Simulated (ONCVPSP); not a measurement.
**zirconium (Zr) ONCV: all-electron and pseudo phase curves**

Zr (Z = 40), optimised norm-conserving Vanderbilt (ONCV), made with ONCVPSP 4.0.1 (PBEsol, scalar-relativistic). Core [Ar] 3d10, reference 4s2 4p6 4d2 5s2. Waves: 4s+5s: rc 1.80 bohr, ncon 4, nbas 7, qcut 6.5 1/bohr, 2 projectors; 4p: rc 2.25 bohr, ncon 4, nbas 7, qcut 6.7 1/bohr, 2 projectors, debl 2.7 Ha; 4d: rc 1.85 bohr, ncon 3, nbas 6, qcut 5.1 1/bohr, 2 projectors, debl 0.5 Ha; f scattering state at 0.41 Ha: rc 1.70 bohr, ncon 4, nbas 8, qcut 6 1/bohr, local. Local part: the f channel. Core correction: Teter function, fcfact 4.25, rcfact 1.25.

The phase is arctan(r·R′/R) of the radial function R(r), unwrapped; energies in Ha, scanned from -4 to 5 Ha. A pole is an energy at which the radial function vanishes at the test radius. The pseudo phase is shifted by a multiple of π to meet the all-electron one at the reference energy, and phase errors are pseudo minus all-electron; the curves can meet again beyond the range given. Levels narrower than the energy grid can be missing from the lists of poles.

```json
{"channel": "s", "radius (bohr)": "1.83", "reference energy (Ha)": "-0.16", "poles, all-electron": "-1.47", "poles, pseudo": "-1.47", "unbroken range about the reference energy with phases within 0.05 rad": "the whole range", "phase error 1 Ha above the reference energy (rad)": "+0.002"}
{"channel": "p", "radius (bohr)": "2.28", "reference energy (Ha)": "-1.19", "poles, all-electron": "-0.97, 3.49", "poles, pseudo": "-0.97, 3.49", "unbroken range about the reference energy with phases within 0.05 rad": "the whole range", "phase error 1 Ha above the reference energy (rad)": "+0.000"}
{"channel": "d", "radius (bohr)": "1.88", "reference energy (Ha)": "-0.13", "poles, all-electron": "1.18", "poles, pseudo": "1.18", "unbroken range about the reference energy with phases within 0.05 rad": "the whole range", "phase error 1 Ha above the reference energy (rad)": "-0.000"}
{"channel": "f", "radius (bohr)": "1.72", "reference energy (Ha)": "0.41", "poles, all-electron": "3.33", "poles, pseudo": "3.75", "unbroken range about the reference energy with phases within 0.05 rad": "below 3.4", "phase error 1 Ha above the reference energy (rad)": "+0.019"}
```

Phases in the p channel:

```
E (Ha)  all-electron  pseudo
 -3.98         1.364   1.364
 -3.74         1.354   1.354
 -3.50         1.342   1.342
 -3.26         1.328   1.328
 -3.02         1.310   1.310
 -2.78         1.288   1.288
 -2.54         1.258   1.258
 -2.30         1.216   1.216
 -2.06         1.149   1.149
 -1.82         1.015   1.015
 -1.58         0.609   0.609
 -1.34        -0.823  -0.823
 -1.10        -1.455  -1.455
 -0.86        -1.642  -1.642
 -0.62        -1.747  -1.747
 -0.38        -1.835  -1.835
 -0.14        -1.931  -1.931
  0.10        -2.061  -2.061
  0.34        -2.270  -2.270
  0.58        -2.656  -2.656
  0.82        -3.291  -3.291
  1.06        -3.860  -3.860
  1.30        -4.175  -4.175
  1.54        -4.346  -4.346
  1.78        -4.449  -4.449
  2.02        -4.518  -4.518
  2.26        -4.568  -4.568
  2.50        -4.607  -4.607
  2.74        -4.638  -4.638
  2.98        -4.665  -4.665
  3.22        -4.688  -4.688
  3.46        -4.710  -4.710
  3.70        -4.730  -4.731
  3.94        -4.751  -4.751
  4.18        -4.772  -4.772
  4.42        -4.795  -4.795
  4.66        -4.821  -4.822
  4.90        -4.851  -4.853
```
